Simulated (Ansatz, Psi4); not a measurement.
**Heat of formation of HOI (hypoiodous acid) from total energies**

HOI: 3 atoms, total charge 0, spin state singlet. As SMILES, `OI`. The shape is that of a PBE0-D4/def2-TZVP optimisation.

```xyz
3

O    -0.3762   -0.4676   -0.2534
I     1.2471    0.1302    0.6970
H    -0.8709    0.3375   -0.4436
```

Total energies at TPSS/def2-TZVPP (core potential) (Psi4 1.11); the atoms run unrestricted:

```
species    state  energy (Eh)
    HOI  singlet  -373.432020
      O  triplet   -75.104849
      I  doublet  -297.567560
      H  doublet    -0.499867
```

Harmonic wavenumbers at PBE0-D4/def2-TZVP, in cm⁻¹: 614, 1100, 3843.

Measured heats of formation of the gaseous atoms at 298.15 K, in kJ/mol: O 249.2, I 106.8, H 218.0. Spin-orbit lowering of the atoms at 298 K (mean of the ground term's levels less their thermal mean, from spectra), in kJ/mol: O 0.40, I 30.32. Take 1 Eh = 2625.50 kJ/mol, 1 cm⁻¹ = 0.0119627 kJ/mol, RT = 2.479 kJ/mol.

Task: Work out the heat of formation of the gas at 298 K.

Result: 
1. Electronic atomisation energy: (-75.104849) + (-297.567560) + (-0.499867) − (-373.432020) = 0.259744 Eh = 682.0 kJ/mol.
2. Zero-point energy: half the sum of the wavenumbers, 2778.5 cm⁻¹ = 33.2 kJ/mol.
3. Thermal vibrational enthalpy, Σ hcν̃/(exp(hcν̃/kT) − 1): 0.5 kJ/mol. Translation, rotation and pV of a non-linear molecule: 4 RT = 9.9 kJ/mol.
4. The 3 free atoms carry 5/2 RT each: 18.6 kJ/mol.
5. Spin-orbit coupling lowers the free atoms by 0.40 + 30.32 = 30.7 kJ/mol.
6. Atomisation enthalpy at 298 K: 682.0 − 30.7 − 33.2 − 0.5 − 9.9 + 18.6 = 626.3 kJ/mol.
7. Sum of the atoms' heats of formation: 574.0 kJ/mol. Heat of formation: 574.0 − 626.3 = -52.3 kJ/mol.

The tabulated value is -61.3 kJ/mol (Active Thermochemical Tables), so this level is off by +9.0 kJ/mol, or 1.4 % of the atomisation enthalpy that the table implies (635.3 kJ/mol). The molecule's own second-order spin-orbit lowering, which matters beside iodine, is left out. Anharmonicity and any spin-orbit splitting of the molecule are left out.
